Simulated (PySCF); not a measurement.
Two-component Hartree-Fock for Ge²⁺ (germanium, charge +2)

Start: [Ar] 3d9 4s2 5s1; 3d3/2 filled at m_j = -3/2, -1/2, +1/2, +3/2; 3d5/2 filled at m_j = -3/2, -1/2, +1/2, +3/2, +5/2; 5s1/2 filled at m_j = +1/2. Calculated with PySCF 2.14 in x2c-SVPall-2c with one added diffuse shell each of s, p, d type (6s7p4d, 47 functions): generalised Hartree-Fock with the X2C-1e Hamiltonian and a Gaussian nucleus; one run each with spin-orbit coupling (SO) switched off, then screened by Boettger's factors. This is a chosen level, not necessarily the ground level.

| spinor shell | electrons | ε, spin-free (eV) | ε, screened SO (eV) | weight of nominal j (screened SO) | rms radius, screened SO (bohr) |
| --- | --- | --- | --- | --- | --- |
| 1s1/2 | 2 | -11216.3 | -11216.1 | 1.000 | 0.0542 |
| 2s1/2 | 2 | -1494.9 | -1494.9 | 1.000 | 0.227 |
| 2p1/2 | 2 | -1307.2 | -1329.5 | 0.999 | 0.201 |
| 2p3/2 | 4 | -1307.2 | -1296.4 | 1.000 | 0.204 |
| 3s1/2 | 2 | -239.88 | -239.86 | 1.000 | 0.665 |
| 3p1/2 | 2 | -179.50 | -184.01 | 0.961 | 0.685 |
| 3p3/2 | 4 | -179.50 | -177.26 | 0.981 | 0.695 |
| 3d3/2 | 4 | -82.053 | -82.980 | 0.851 | 0.765 |
| 3d5/2 | 5 | -82.053 | -81.338 | 0.881 | 0.771 |
| 4s1/2 | 2 | -40.163 | -40.161 | 1.000 | 2.00 |
| 5s1/2 | 1 | -14.385 | -14.385 | 0.995 | 4.64 |

```tsv
quantity	spin-free	screened SO
E (hartree)	-2094.22200	-2094.29175
M_J	3	3
⟨J²⟩	12.034	12.034
⟨L²⟩	6.034	6.036
⟨S²⟩	2.000	2.002
```

Each row is a mean over spinors that exchange with the open shell spreads, by up to 9.115 eV (3p3/2).

Rows whose weight is well below 1 are mixtures of j = l ± 1/2: exchange outweighs spin-orbit coupling there, and the label is only the starting occupation.

Without spin-orbit coupling the j labels of p, d and f shells carry no meaning; the spin-free column gives the mean over the occupied spinors of each nl shell.
